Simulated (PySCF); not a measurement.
Coordinates in bohr (charge 0 multiplicity 1):
```
Si    0.0000    0.0000    0.0000
F    -1.7102   -1.7102    1.7102
F     1.7102   -1.7102   -1.7102
F    -1.7102    1.7102   -1.7102
F     1.7102    1.7102    1.7102
```

Computed with B3LYP in PySCF with Si def2-TZVP, F def2-TZVP; no relativity; density-fitted integrals.

This geometry of SiF4 is a stationary point at this level.

Task: What is the point group?

Result: Td.

Task: Is it a minimum?

Result: Yes: all harmonic wavenumbers are real.

Task: List the harmonic modes with their infrared intensities.

Result: 
```tsv
symmetry	ω (cm⁻¹)	IR (km/mol, summed over degenerate members)	type
e	262	0.0	bend
t2	385	132	bend
a1	785	0.0	stretch
t2	1021	695	stretch
```

Task: Give the ideal-gas entropy at 298.15 K and 1 bar by parts.

Result: translation 166.8, rotation 88.0, vibration 28.6, spin 0.0; total 283.4 J/(mol K).

In Td the vibrations span e + 2t2 + a1. The a1, e modes carry no infrared intensity, as symmetry demands.
